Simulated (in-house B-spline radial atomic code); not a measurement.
Cd⁺. Computed with a B-spline radial atomic code. Model: all-electron spherical atom, spin shells full or empty, radial basis limit, no spin-orbit coupling, Breit or QED, empty-state partial waves extrapolated as (l+1/2)^-4, RPA, G0W0 and static COHSEX of the highest shell as one setting changes (uncorrelated shells keep exact exchange).

In a row where one electron alone is correlated, RPA and GW hold only self-correlation.

Given: element Cd; charge 1; filled core Kr; hamiltonian one-electron scalar X2C; mean-field start LDA VWN5; highest l of empty states 9; nuclear rms radius 4.6087 fm; highest mean-field shell 5s up.

Shell: 4d 5 5, 5s 1 0 (electrons up and down).

```
lowest nl shells left uncorrelated  RPA correlation energy (hartree)  G0W0 level (eV)  G0W0 minus most complete (meV)  COHSEX level (eV)
                                 0                           -3.6995          -17.608                               0            -19.304
                                 1                                 ?                ?                               ?                  ?
                                 2                           -3.3351          -17.609                            -1.5            -19.308
                                 3                           -2.7856          -17.607                             0.4            -19.303
                                 4                           -2.6052          -17.617                            -9.2            -19.323
                                 5                           -2.0755           -17.61                            -2.7            -19.315
                                 6                                 ?                ?                               ?                  ?
                                 7                           -1.0901          -17.618                            -9.8            -19.346
                                 8                            -0.636          -17.567                            40.7            -19.282
                                 9                         -0.018641          -16.557                          1050.6            -17.583
```

Task: What follows for lowest nl shells left uncorrelated = 1?

Result: RPA correlation energy -3.5278 hartree; G0W0 level -17.608 eV; G0W0 minus most complete 0.1 meV; COHSEX level -19.304 eV.

Task: What follows for lowest nl shells left uncorrelated = 6?

Result: RPA correlation energy -1.2512 hartree; G0W0 level -17.569 eV; G0W0 minus most complete 38.8 meV; COHSEX level -19.25 eV.
